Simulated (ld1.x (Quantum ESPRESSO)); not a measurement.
## Configuration tests for Au (Z = 79) (TM)

```
Element                 : Au (Z = 79)
Generator               : ld1.x (Quantum ESPRESSO) 7.5
Type                    : norm-conserving Troullier–Martins (Kleinman–Bylander form)
Functional              : PBE
Relativity              : scalar-relativistic
Frozen core             : [Kr] 4d10 4f14 5s2
Valence charge          : 17
Reference configuration : 5p6 5d10 6s1 6p0
Partial waves           : 5p (bound): rc 1.35 bohr; 5d (bound): rc 2.15 bohr; 6s (bound): rc 2.10 bohr
Local potential         : the s channel
Core correction         : a·sin(br)/r model core inside 1.25 bohr
```

Energies are relative to the spin-unpolarised reference configuration 5p6 5d10 6s1 6p0; without spin polarisation the order of configurations can differ from experiment.

| valence configuration | charge | ΔE all-electron (eV) | error AE − PS (meV) |
| --- | --- | --- | --- |
| 5p6 5d10 6s0 6p0 | +1 | 9.409 | -15 |
| 5p6 5d9 6s0 6p0 | +2 | 30.617 | -50 |
| 5p5 5d10 6s1 6p0 | +1 | 66.105 | -288 |
| 5p6 5d9 6s2 6p0 | 0 | 1.693 | -45 |
| 5p6 5d10 6s0 6p1 | 0 | 5.248 | -459 |
| 5p6 5d9 6s1 6p0 | +1 | 12.124 | -31 |

Task: What are ΔE and the potential's error for 5p6 5d8 6s0 6p0?

Result: ΔE = 64.494 eV all-electron; the error (AE − PS) is -205 meV.

Levels in the configuration 5p6 5d10 6s0 6p1:

```tsv
level	all-electron (eV)	pseudo (eV)
5p	-62.004	-62.529
5d	-9.004	-9.559
6p	-1.820	-1.659
```
